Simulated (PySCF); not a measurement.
**Steps of a relaxation of [La(H2CO)]3+**

[La(H2CO)]3+ (singlet). PySCF 2.14.0, RKS B3LYP, La def2-SVP with ECP46, O def2-SVP, C def2-SVP, H def2-SVP; non-relativistic Hamiltonian with scalar-relativistic core potentials where named; density fitting; no spin-orbit coupling. Origin of the start: template. Columns: position (Å) and force (eV/Å). Energies are counted from the last step; some of the 6 steps are shown. Forces carry noise of the integration grid, about 0.01 to 0.03 eV/Å.

Run from Python with OMP_NUM_THREADS=2. Where DIIS fails, smearing, a level shift and second-order steps follow.
It took 7.7 s on 2 threads of Arm Neoverse V2 (shared host), from the converged density of the start.

```xyz
5
step 0  E = 0.496 eV
La    0.0000    0.0000   -0.5630     0.00    0.00    2.18
O     0.0000    0.0000    1.9970     0.00    0.00   -4.12
C     0.0000    0.0000    3.2170     0.00    0.00    1.88
H     0.9400    0.0000    3.7970     0.39    0.00    0.03
H    -0.9400    0.0000    3.7970    -0.39    0.00    0.03
```

```xyz
5
step 2  E = 0.035 eV
La    0.0000    0.0000   -0.3148     0.00    0.00   -0.47
O     0.0000    0.0000    1.8926     0.00    0.00    1.96
C     0.0000    0.0000    3.1871     0.00    0.00   -1.02
H     0.9788    0.0000    3.7401    -0.30    0.00   -0.23
H    -0.9788    0.0000    3.7401     0.30    0.00   -0.23
```

```xyz
5
step 3  E = 0.006 eV
La    0.0000    0.0000   -0.3471     0.00    0.00    0.33
O     0.0000    0.0000    1.9179     0.00    0.00    0.24
C     0.0000    0.0000    3.1915     0.00    0.00   -0.41
H     0.9714    0.0000    3.7414    -0.10    0.00   -0.08
H    -0.9714    0.0000    3.7414     0.10    0.00   -0.08
```

Q: Where does the relaxation end?

A: It converges at step 5 in C2v:
```xyz
5
step 5  E = 0
La    0.0000    0.0000   -0.3249
O     0.0000    0.0000    1.9192
C     0.0000    0.0000    3.1850
H     0.9682    0.0000    3.7329
H    -0.9682    0.0000    3.7329
```

Q: How did the contacts change?

A: 
| contact | start (Å) | end (Å) |
| --- | --- | --- |
| La1–O2 (H2CO) | 2.560 | 2.244 |
